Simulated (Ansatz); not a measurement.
`CC[O][GaH2]` + H₂Se → `[GaH2][SeH]` + `CCO` at 298.15 K and 1 bar (ligand exchange at a Ga–O bond).

Gas-phase electronic energies from Ansatz, PBE0-D4/def2-TZVP geometries. CCSD(T)/CBS adds triple-zeta CCSD(T) − MP2 to the extrapolated MP2 energy (def2 sets, frozen cores). For Ga, Se outer-core shells are correlated without core-valence functions, which leaves a few kJ/mol of doubt a bond. Scalar relativity is left out up to krypton. Each species was taken in one conformer, which may not be the lowest.

```
      species  CCSD(T)/CBS energy (Eh)  H − E (kJ/mol)  S (J/(mol·K))
`CC[O][GaH2]`              -2079.43172           238.8          336.4
         H₂Se              -2401.89790            45.8          219.1
`[GaH2][SeH]`              -4326.46797            70.5          291.2
        `CCO`               -154.88256           224.2          269.4
```

H − E and S are ideal-gas, rigid-rotor, harmonic terms from PBE0-D4/def2-TZVP, for one conformer and one mirror image of each species. 1 Eh = 2625.50 kJ/mol, R = 8.31446 J/(mol·K).

Q: By hand: ΔE, ΔH, ΔS and ΔG.

A: ΔE = (-4326.46797) + (-154.88256) − (-2079.43172) − (-2401.89790) = -0.02091 Eh = -54.9 kJ/mol. Δ(H − E) = 70.5 + 224.2 − 238.8 − 45.8 = 10.1, so ΔH = -44.8 kJ/mol. ΔS = 291.2 + 269.4 − 336.4 − 219.1 = 5.1 J/(mol·K). ΔG = -44.8 − 298.15 × (5.1)/1000 = -46.3 kJ/mol.

Q: By hand: the equilibrium constant, and the temperature at which ΔG would vanish if ΔH and ΔS stayed fixed.

A: log₁₀ K = −ΔG/(RT ln 10) = 8.1. ΔH and −TΔS have one sign here, so there is no such temperature.

The number of gas molecules stays the same, so ΔS is small and ΔH decides. A doubt of 5 kJ/mol in ΔE shifts log₁₀ K by 0.9 here. Other conformers and mirror images would add mixing entropy, several J/(mol·K) or more a flexible species. Modes under 60 cm⁻¹, often nearly free rotors, make the harmonic entropy too high. These are equilibria of isolated gas molecules and say nothing of rates. Largest T1 diagnostic: 0.014 (customary marks: 0.02 for closed shells, 0.045 for open ones).

ΔS is within the doubt of such terms, so its sign, and with it that verdict, could turn.
